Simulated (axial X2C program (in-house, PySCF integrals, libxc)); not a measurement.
# Excited states of BePb by EOM-EE-CCSD

Calculated with an axial X2C code built on PySCF integrals: two-component X2C with atomic mean-field Coulomb and Gaunt terms, Gaussian nuclei, basis Pb dyall-acv3z, Be dyall-acv3z with contracted cores.

R = 2.530 Å (near the PBE0 minimum at charge 0 of the determinant lowest at the starting distance; the state shown can have its own minimum elsewhere).

Vertical excitation energies from the closed-shell determinant state of BePb:

```
 Ω  excitation (eV)   cm⁻¹         hole of the leading pair     particle of the leading pair  weight of the pair (for Ω = 0 its time-reversed partner can hold as much again)  singles weight
 1            0.756   6100   55% Pb pπ, 13% Be pπ, 8% Be sσ   61% Pb pπ, 29% Be pπ, 7% Be dπ                                                                             0.91            0.95
0⁻            0.842   6791  46% Pb pπ, 18% Be sσ, 12% Be pπ  40% Be pσ, 23% Pb pσ, 12% Pb pπ                                                                             0.47            0.95
 1            0.956   7710  44% Pb pπ, 21% Be sσ, 12% Be pπ  42% Be pσ, 22% Pb pσ, 13% Pb pπ                                                                             0.92            0.95
 2            1.098   8853  50% Pb pπ, 14% Be sσ, 12% Be pπ             53% Pb pπ, 39% Be pπ                                                                             0.92            0.94
0⁺            1.372  11068   56% Pb pπ, 13% Be pπ, 7% Be pσ  31% Be pσ, 25% Pb pσ, 14% Be pπ                                                                             0.44            0.90
0⁻            2.253  18175             41% Be sσ, 40% Pb pσ  37% Be pσ, 22% Pb pσ, 15% Be pπ                                                                             0.33            0.93
 1            2.303  18578  41% Pb pσ, 35% Be sσ, 11% Pb pπ  38% Be pσ, 23% Pb pσ, 11% Be pπ                                                                             0.52            0.92
 2            2.427  19575   41% Be sσ, 40% Pb pσ, 6% Pb pπ             49% Be pπ, 42% Pb pπ                                                                             0.78            0.90
 1            2.802  22596  41% Pb pπ, 24% Be sσ, 11% Be pπ  56% Be pπ, 16% Pb dπ, 11% Pb pπ                                                                             0.44            0.89
0⁻            2.828  22806  41% Pb pπ, 24% Be sσ, 11% Be pπ  56% Be pπ, 16% Pb dπ, 10% Pb pπ                                                                             0.33            0.89
0⁺            2.839  22902   42% Be sσ, 22% Pb pπ, 9% Pb pσ             67% Be pπ, 14% Pb dπ                                                                             0.33            0.90
```

This point took 120 s on 1 thread of Arm Neoverse N1, with other jobs on the host.

Reference electrons by ω block (each with its −ω partner): 1/2: 25, 3/2: 12, 5/2: 5, 7/2: 1. 16 electrons of BePb correlated (inner shells frozen), 88 natural virtual spinors (a truncated set); levels can be off by some tenths of an eV. Roots sought by Ω: (0: 5, 1: 4, 2: 3, 3: 1); rows need 60 % singles weight and stop where some Ω has no more roots. Missing are any skipped roots, higher Ω and states of a further excitation; these come out far too high here and may in truth be low or lowest. T1 of the reference 0.014 (Lee–Taylor). Number of frozen shells: Pb 5 s, 4 p, 2 d, 1 f; Be 1 s.
